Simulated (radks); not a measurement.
The numbers below are computed, except where a source is named.
Problem. The scandium ion Sc3+ is in [Ar]. Level of theory: Dirac Kohn-Sham, BLYP, spin-unpolarised, spherical densities, finite nucleus; Fermi nuclear charge, rms radius of each element as measured or else 0.836 A^(1/3) + 0.57 fm (a radial shooting solver on a logarithmic mesh with Libxc functionals). Sub-shells are occupied by j as written (lower j first in brackets). One electron is removed from 3p3/2, 3p1/2, 3s1/2, 2p3/2 in turn, with full relaxation. Which removal costs least, and what does each cost?

Solution. 3p3/2 73.541 eV; 3p1/2 74.133 eV; 3s1/2 95.949 eV; 2p3/2 448.18 eV. The 3p3/2 electron leaves first.
